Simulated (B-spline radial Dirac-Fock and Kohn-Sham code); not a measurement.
Dipole and non-dipole photoemission parameters of S³⁺ 2p1/2

System: sulfur as S³⁺ in the configuration 1s2 2s2 2p6 3s2 3p1; threshold 216.4 eV (orbital energy of the model). Calculated with an atomic code on a B-spline grid, using Dirac-Hartree-Slater photoionisation with a Latter tail; cross sections with all multipoles, angular parameters from the dipole term and its interference with E2.

Input file task.json (cfg lists n, l and occupation; rrms is the nuclear radius in fm):

```json
{"items": [{
  "Z": 16,
  "q": 3,
  "cfg": [[1, 0, 2], [2, 0, 2], [2, 1, 6], [3, 0, 2], [3, 1, 1]],
  "A": 32,
  "rrms": 3.2611,
  "do": "xps",
  "hv": [60, 77.1, 80, 80.9, 81.3, 92.1, 119.0, 145.0, 230.0, 276.0, 281.0, 400, 600, 636.0, 906.0, 1030.0, 1340.0, 1450.0, 1810.0, 1870.0, 2000, 2490.0, 2890.0, 3330.0, 4360.0, 4420.0, 5414.7, 9251.7, 12000, 14000.0]
}]}
```

Launch: `python xray2_run.py task.json out`

| hν (eV) | σ (kb) | β | γ | δ |
| --- | --- | --- | --- | --- |
| 230 | 1070 | 0.998 | -0.048 | 0.009 |
| 276 | 773 | 1.304 | 0.001 | 0.012 |
| 281 | 747 | 1.320 | 0.006 | 0.012 |
| 400 | 326 | 1.472 | 0.112 | 0.016 |
| 600 | 113 | 1.459 | 0.251 | 0.021 |
| 636 | 96.0 | 1.449 | 0.272 | 0.022 |
| 906 | 35.1 | 1.354 | 0.397 | 0.031 |
| 1030 | 24.0 | 1.310 | 0.443 | 0.035 |
| 1340 | 10.8 | 1.205 | 0.534 | 0.047 |
| 1450 | 8.44 | 1.171 | 0.561 | 0.051 |
| 1810 | 4.18 | 1.070 | 0.636 | 0.064 |
| 1870 | 3.77 | 1.055 | 0.646 | 0.067 |
| 2000 | ? | ? | ? | ? |
| 2490 | 1.48 | 0.919 | 0.736 | 0.090 |
| 2890 | 0.897 | 0.848 | 0.780 | 0.105 |
| 3330 | 0.554 | 0.782 | 0.821 | 0.121 |
| 4360 | 0.218 | 0.660 | 0.894 | 0.155 |
| 4420 | 0.207 | 0.655 | 0.897 | 0.157 |
| 5414.7 | 0.101 | 0.570 | 0.949 | 0.188 |
| 9251.7 | 0.0143 | 0.384 | 1.097 | 0.287 |
| 12000 | 0.00542 | 0.310 | 1.182 | 0.345 |
| 14000 | 0.00302 | 0.270 | 1.236 | 0.383 |

Q: Give the values at 2000 eV.

A: σ = 3.03 kb, β = 1.024, γ = 0.668, δ = 0.072.
